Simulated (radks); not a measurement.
The fluorine ion F2+, configuration [He] 2s2 2p3 (the NIST ground configuration). All-electron calculation, Dirac Kohn-Sham, PBE, spin-unpolarised, spherical densities, point nucleus; open shells are shared between the two j in proportion to 2j + 1. Program: a radial shooting solver on a logarithmic mesh with Libxc functionals.

X-ray form factor f0, the Fourier transform of the density (f0(0) = 7):

| sin(theta)/lambda (1/angstrom) | f0 (electrons) |
|---|---|
| 0.05 | 6.907 |
| 0.1 | 6.639 |
| 0.15 | 6.229 |
| 0.2 | 5.725 |
| 0.25 | 5.173 |
| 0.3 | 4.618 |
| 0.4 | 3.617 |
| 0.5 | 2.849 |
| 0.6 | 2.317 |
| 0.8 | 1.741 |
| 1 | 1.484 |
| 1.25 | 1.292 |
| 1.5 | 1.126 |
| 2 | 0.816 |
